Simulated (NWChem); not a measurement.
System: C$_{2}$HBCl$_{2}$; SMILES C#CB(Cl)Cl

```xyz
6

B      0.0009    -0.0135     0.0000
C      0.0092    -1.5283     0.0000
C      0.0144    -2.7456     0.0000
H      0.0190    -3.8217     0.0000
Cl     1.5040     0.8782     0.0000
Cl    -1.5137     0.8590     0.0000
```
Atoms are numbered in this order, from 1.

Computed with NWChem. The geometry was optimised at PBE0/def2-SVP. B3LYP is NWChem's, with the RPA form of VWN correlation. Ions are spin-unrestricted doublets at the neutral geometry; other ion states weren't tried.

For level B3LYP/aug-cc-pVDZ:

```yaml
"−ε(HOMO) (eV)": 8.33
```

### Question
Estimate the same quantities for level BHandHLYP/aug-cc-pVDZ.

### Answer
−ε(HOMO) (eV): 9.70
